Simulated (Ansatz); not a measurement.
The same path of BClFH + H4Si (9 atoms, charge 0, multiplicity 1) was run 3 times with different band settings. Lost on the way: B1–F2, Si5–H9. Made: B1–Si5, F2–H9.

These are results of Ansatz 0.2.0, RKS PBE/6-31G*, not measurements.

Relaxed end points:

```xyz
9
Properties=species:S:1:pos:R:3
B -0.026 -0.916 -0.224
F -0.178 -1.404 0.998
Cl 1.580 -0.900 -0.949
H -0.969 -0.500 -0.836
Si 0.531 2.890 1.226
H 1.883 3.075 1.843
H 0.619 3.094 -0.255
H -0.434 3.874 1.813
H 0.046 1.499 1.507
```

```xyz
9
Properties=species:S:1:pos:R:3
B 0.089 0.589 -0.098
F -0.245 -0.269 1.729
Cl 1.524 -0.438 -0.527
H -0.942 0.230 -0.599
Si 0.438 2.461 0.595
H 1.598 2.482 1.552
H 0.769 3.391 -0.541
H -0.758 3.022 1.312
H 0.578 -0.756 1.700
```

Common settings: spring 5.0 eV/Å²; optimiser quadratic models (default); start path through a guess of the saddle point; iteration limit 60; end points relaxed.

| run | movable images | climbing image | force threshold |
| --- | --- | --- | --- |
| 1 | 5 | yes | 0.05 eV/Å |
| 2 | 6 | no | 0.05 eV/Å |
| 3 | 5 | yes | 0.2 eV/Å |

Question: What does each run give, and how far can it be trusted?

Answer: Run 1: converged after 28 iterations, highest image 2.244 eV above the first end. Neighbouring images differ by up to 1.6 eV, so the band resolves the path poorly. A vibrational analysis at the climbing image gives one clearly imaginary mode, 772i cm⁻¹: a first-order saddle point.
Run 2: converged after 37 iterations, highest image 1.892 eV above the first end. Neighbouring images differ by up to 1.5 eV, so the band resolves the path poorly. No image climbed, so the highest image needn't sit at the top of the path.
Run 3: converged after 15 iterations, highest image 2.238 eV above the first end. The threshold of 0.2 eV/Å is loose, so the images may lie well off the minimum-energy path. Neighbouring images differ by up to 1.5 eV, so the band resolves the path poorly. The order of the stationary point at the top wasn't checked.
The orbitals stay closed-shell, which can raise the energy where a bond breaks towards radicals; this wasn't checked here.
